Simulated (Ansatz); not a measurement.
```yaml
crystal:
  periodic: [false, false, false]
  atoms:
    - {symbol: Au, position_ang: [0.431742, 0.114601, 0.113222]}
    - {symbol: Au, position_ang: [1.290405, -0.735614, -2.478173]}
    - {symbol: Au, position_ang: [2.793147, 0.650790, 1.911962]}
    - {symbol: Au, position_ang: [-2.519887, 1.607526, -1.328374]}
    - {symbol: Au, position_ang: [-2.275172, -0.570319, 1.527396]}
    - {symbol: Au, position_ang: [-0.978548, 3.803836, -0.258319]}
    - {symbol: Au, position_ang: [1.610473, 2.928266, 1.108009]}
    - {symbol: Au, position_ang: [-2.162643, -1.396012, -1.078197]}
    - {symbol: Au, position_ang: [1.084762, -3.611169, 0.763366]}
    - {symbol: Au, position_ang: [1.101707, -1.346758, 2.357192]}
    - {symbol: Au, position_ang: [0.163856, 1.133610, 2.818817]}
    - {symbol: Au, position_ang: [0.427724, -2.767653, -1.754441]}
    - {symbol: Au, position_ang: [0.742852, 1.979771, -1.910992]}
    - {symbol: H, position_ang: [1.666081, -2.555545, -2.579927]}
    - {symbol: H, position_ang: [4.191942, 1.391976, 2.740517]}
    - {symbol: H, position_ang: [-2.767194, 0.013637, -1.808814]}
    - {symbol: H, position_ang: [-3.130282, -1.313615, 0.780796]}
    - {symbol: H, position_ang: [-2.369424, 3.286737, -1.069491]}
    - {symbol: H, position_ang: [0.641326, 4.566152, 0.398763]}
    - {symbol: H, position_ang: [-1.337405, -2.986563, -0.334640]}
    - {symbol: H, position_ang: [0.997265, -4.111983, -0.553710]}
    - {symbol: H, position_ang: [1.622001, -3.019958, 2.737919]}
    - {symbol: H, position_ang: [-0.983522, 1.909199, 3.957985]}
    - {symbol: H, position_ang: [-0.937813, -1.775173, -2.454796]}
    - {symbol: H, position_ang: [1.622391, 0.929322, -3.290612]}
basis:
  gaussian: {orbitals: def2-SVPD, fitting: {mean_field: def2-universal-jkfit}, final_grid: {core_spheres: 5, valence_spheres: 4, degree: 11}}
total_charge: 1
hamiltonian: {xc: {name: r2SCAN50}}
scf: {lower_state_search: light}
output: {forces: true}
```

```sh
$ ansatz run in.yaml --threads 2 --pin off --events-out ev --progress --plain --max-ram 32768MiB --backend cuda --devices 0, --max-vram 18GiB
```

It prints (some lines left out):

```
Functional definition: r2SCAN50
3427 factors; integrals over basis functions are off by at most 3.1e-1 eV
mean field evaluation 1: about -48174.2464 eV, gradient 6.9e1 eV
mean field evaluation 2: about -48160.3027 eV, gradient 1.2e2 eV
mean field evaluation 4: about -48185.0436 eV, gradient 5.3e0 eV
mean field evaluation 8: about -48185.0031 eV, gradient 6.6e-1 eV
mean field evaluation 16: about -48185.0045 eV, gradient 1.7e-3 eV
mean field -48185.00450867 eV, -1770.7662547244 hartree, gradient 3.4e-5 eV, S^2 0.000000; 0 other end points of the search recorded, 0 dependent functions left out
reference -48185.00453132 eV, -1770.7662555570 hartree; 129, 129 occupied and 422, 422 virtual orbitals, 3427 factors
Total energy: -48185.00453132 eV, -1770.7662555570 hartree
Atom 0 at     0.431742     0.114601     0.113222 Å, force     0.339529     0.233518     1.037808 eV/Å
Atom 1 at     1.290405    -0.735614    -2.478173 Å, force     2.076732     6.168518    -2.678550 eV/Å
Atom 2 at     2.793147     0.650790     1.911962 Å, force     1.983440     1.470725     0.688964 eV/Å
Atom 3 at    -2.519887     1.607526    -1.328374 Å, force     0.772961    -0.104929     0.312304 eV/Å
Atom 4 at    -2.275172    -0.570319     1.527396 Å, force     4.725043     3.947976     3.960885 eV/Å
Atom 5 at    -0.978548     3.803836    -0.258319 Å, force     1.959647    -0.452949     0.288545 eV/Å
Atom 6 at     1.610473     2.928266     1.108009 Å, force    -1.251344     0.937312    -0.921747 eV/Å
Atom 7 at    -2.162643    -1.396012    -1.078197 Å, force     2.155178    -1.474032     0.335724 eV/Å
Atom 8 at     1.084762    -3.611169     0.763366 Å, force     0.637888     2.183904     5.513719 eV/Å
Atom 9 at     1.101707    -1.346758     2.357192 Å, force    -0.094851    -2.059320     0.034146 eV/Å
Atom 10 at     0.163856     1.133610     2.818817 Å, force    -2.288153     0.991978     0.900362 eV/Å
Atom 11 at     0.427724    -2.767653    -1.754441 Å, force    -5.733657    -4.740202     3.930176 eV/Å
Atom 12 at     0.742852     1.979771    -1.910992 Å, force     0.321315    -0.477034    -0.703663 eV/Å
Atom 13 at     1.666081    -2.555545    -2.579927 Å, force     2.139184     0.181971    -1.543439 eV/Å
Atom 14 at     4.191942     1.391976     2.740517 Å, force    -1.791464    -0.762245    -1.227135 eV/Å
Atom 15 at    -2.767194     0.013637    -1.808814 Å, force    -0.389202     0.058359    -0.566156 eV/Å
Atom 16 at    -3.130282    -1.313615     0.780796 Å, force    -4.294642    -3.618275    -3.467141 eV/Å
Atom 17 at    -2.369424     3.286737    -1.069491 Å, force    -0.230959     0.234253    -0.005062 eV/Å
Atom 18 at     0.641326     4.566152     0.398763 Å, force    -0.417398    -1.538976     0.011306 eV/Å
Atom 19 at    -1.337405    -2.986563    -0.334640 Å, force    -0.006829     1.493345    -1.407374 eV/Å
Atom 20 at     0.997265    -4.111983    -0.553710 Å, force    -0.161306    -2.315851    -4.554617 eV/Å
Atom 21 at     1.622001    -3.019958     2.737919 Å, force    -0.674327     0.728426    -0.930663 eV/Å
Atom 22 at    -0.983522     1.909199     3.957985 Å, force     1.338232    -1.004349    -1.293967 eV/Å
Atom 23 at    -0.937813    -1.775173    -2.454796 Å, force    -0.342257    -0.042727     0.640198 eV/Å
Atom 24 at     1.622391     0.929322    -3.290612 Å, force    -0.772760    -0.039397     1.645377 eV/Å
Dipole moment:    -0.325244     0.133334    -0.815963 e Å
```

Run time 9 s (2 threads of AMD EPYC 7R13 on a shared host and a share (18 GiB) of an NVIDIA H100 80GB HBM3), peak host memory 1.7 GiB.

In the def2 sets Au takes a core potential; there is no spin–orbit coupling.

The dipole of an ion depends on the origin.
